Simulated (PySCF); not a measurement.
Some computed properties have been withheld. Give your best values.

Compound: [Al(OH)4]- (charge -1).
Cartesian coordinates in Å at the PBE0-D3(BJ)/def2-SVP level; atoms count from 1:
```xyz
9
AlH4O4 angstrom
Al     0.0131   -0.0078    0.0001
O     -0.0148    0.1284    1.7718
H     -0.7892    0.6377    2.0239
O      1.7290   -0.0762   -0.4598
H      2.2453    0.3415    0.2343
O     -0.9298    1.3700   -0.6097
H     -1.3539    1.1072   -1.4304
O     -0.7304   -1.4619   -0.7016
H     -0.0366   -2.1084   -0.8543
```

```csv
property,level,value
point group,PBE0-D3(BJ)/def2-SVP,S4
"rotational constants A, B, C",PBE0-D3(BJ)/def2-SVP,"3.582, 3.569, 3.097 GHz"
HOMO energy,B3LYP/pcSseg-1 (pcSseg-2 on Al),-2.34 eV
LUMO energy,B3LYP/pcSseg-1 (pcSseg-2 on Al),?
1H chemical shifts (computed TMS as zero) by class,GIAO B3LYP/pcSseg-1 (pcSseg-2 on Al),?
"isotropic shieldings of nuclei other than C and H, by class",GIAO B3LYP/pcSseg-1 (pcSseg-2 on Al),?
```

The electronic properties come from PySCF, for the isolated species, density fitting. The geometry's basis has no diffuse functions, a weakness for an anion. No diffuse functions stand in pcSseg-1 (pcSseg-2 on Al), which bears on an anion's orbital energies.

(1) Give the 1H chemical shifts (computed TMS as zero) by class.

(2) Give the isotropic shieldings of nuclei other than C and H, by class.

(3) Give the LUMO energy.

Results:

(1) -1.26 (H3/H5/H7/H9) ppm.

(2) 321 (O2/O4/O6/O8), 466 (Al1) ppm.

(3) 5.26 eV.

The rotational constants are those of an oblate symmetric top; the small spread among constants that symmetry makes equal is optimisation noise. With B = h/(8π²I), that is 505.379 GHz u Å² over I, the principal moments of inertia are 141.1, 141.6 and 163.2 u Å² (most abundant isotopes); the inertial defect Ic − Ia − Ib is -119.5 u Å² (zero for a rigid planar frame, negative otherwise).
